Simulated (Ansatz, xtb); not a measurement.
## H6InSi2+: where a starting geometry ends

The starting geometry of this gas-phase singlet has its atoms placed at random.

```csv
atom,x (Å),y (Å),z (Å)
In,-0.9323,-0.4510,0.8731
Si,0.7043,1.5561,-0.6990
Si,1.3261,0.6426,1.7615
H,0.3074,0.1859,-0.3664
H,-0.1385,0.0403,-1.5280
H,0.9083,-1.0672,0.0941
H,-0.4598,1.3477,0.0377
H,-0.7556,1.1669,1.0411
H,-1.2178,-0.6904,-0.7075
```

Question: Guess where an optimisation with r2SCAN-D4/def2-SVP ends from this start.

Answer: It loosens into H4InSi2 + H2, which stay close as a complex (formulas without charges). Distances that change by over a tenth: In1–Si2 (3.03 → 3.58 Å), Si2–H7 (1.39 → 1.57 Å). Contacts that open: In1–H4 (1.87 → 4.91 Å), In1–H6 (2.09 → 3.56 Å), In1–H7 (2.04 → 2.52 Å), In1–H8 (1.64 → 2.93 Å), Si2–H4 (1.46 → 3.30 Å). Contacts that close: Si2–Si3 (2.70 → 2.30 Å), Si3–H6 (2.42 → 1.49 Å), Si3–H8 (2.26 → 1.62 Å), H4–H5 (1.25 → 0.76 Å).

The energy falls by 8.90 eV over 42 steps:

```tsv
step	E − E(last) (eV)
1	8.899
6	2.083
10	1.188
15	0.677
19	0.245
24	0.034
28	0.016
33	0.003
37	0.001
42	0.000
```

Final geometry (Å):

```xyz
9

In   -1.4534   -0.9995    1.0572
Si    0.5012    1.9378    0.4257
Si    0.7589    0.0187    1.6728
H     0.8456    1.0918   -2.7482
H     0.0911    1.1234   -2.8287
H     1.9032   -0.7630    2.2133
H    -0.9055    1.2944    0.1668
H     1.0360    0.1955    0.0862
H    -3.0350   -1.1681    0.4617
```

From the same start GFN2-xTB ends elsewhere, in pieces: H2InSi2 + H2 + H2.

From so rough a start the end depends on the optimiser's path, so another program may land elsewhere. No frequencies were run, so the end isn't proven a minimum. Atoms past krypton carry core potentials, without spin–orbit terms. Run with Ansatz 0.2.0, 54 s on 2 threads of Intel(R) Xeon(R) 6975P-C (Granite Rapids), on a shared host.
